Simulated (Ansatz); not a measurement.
`C#C[Si](F)(C#C)C#C` + H–F → `C#C[Si](F)(F)C#C` + acetylene at 700 K and 1 bar (ligand exchange at the Si–C bond).

Isolated molecules relaxed with PBE0-D4/def2-TZVP in Ansatz; ΔE leaves out vibrations. CCSD(T)/CBS is the MP2 limit (def2-TZVPP, def2-QZVPP) plus CCSD(T) − MP2 in def2-TZVPP, frozen cores. This one scheme is used for every species.

```json
{"species": "`C#C[Si](F)(C#C)C#C`", "CCSD(T)/CBS energy (Eh)": "-618.90365", "H − E (kJ/mol)": "260.3", "S (J/(mol·K))": "537.2"}
{"species": "H–F", "CCSD(T)/CBS energy (Eh)": "-100.39570", "H − E (kJ/mol)": "45.2", "S (J/(mol·K))": "198.5"}
{"species": "`C#C[Si](F)(F)C#C`", "CCSD(T)/CBS energy (Eh)": "-642.11440", "H − E (kJ/mol)": "201.6", "S (J/(mol·K))": "484.7"}
{"species": "`C#C`", "CCSD(T)/CBS energy (Eh)": "-77.22717", "H − E (kJ/mol)": "102.1", "S (J/(mol·K))": "244.4"}
```

H − E and S are ideal-gas, rigid-rotor, harmonic terms from PBE0-D4/def2-TZVP. 1 Eh = 2625.50 kJ/mol, R = 8.31446 J/(mol·K).

Task: By hand: ΔE, ΔH, ΔS and ΔG.

Result: ΔE = (-642.11440) + (-77.22717) − (-618.90365) − (-100.39570) = -0.04222 Eh = -110.8 kJ/mol. Δ(H − E) = 201.6 + 102.1 − 260.3 − 45.2 = -1.8, so ΔH = -112.6 kJ/mol. ΔS = 484.7 + 244.4 − 537.2 − 198.5 = -6.6 J/(mol·K). ΔG = -112.6 − 700 × (-6.6)/1000 = -108.0 kJ/mol.

Task: By hand: the equilibrium constant, and the temperature at which ΔG would vanish if ΔH and ΔS stayed fixed.

Result: log₁₀ K = −ΔG/(RT ln 10) = 8.1. ΔG = 0 at ΔH/ΔS = 17061 K, far beyond where these terms or the molecules hold.

The number of gas molecules stays the same, so ΔS is small and ΔH decides. A doubt of 5 kJ/mol in ΔE shifts log₁₀ K by 0.4 here. These are equilibria of isolated gas molecules and say nothing of rates. Largest T1 diagnostic: 0.014 (customary marks: 0.02 for closed shells, 0.045 for open ones).
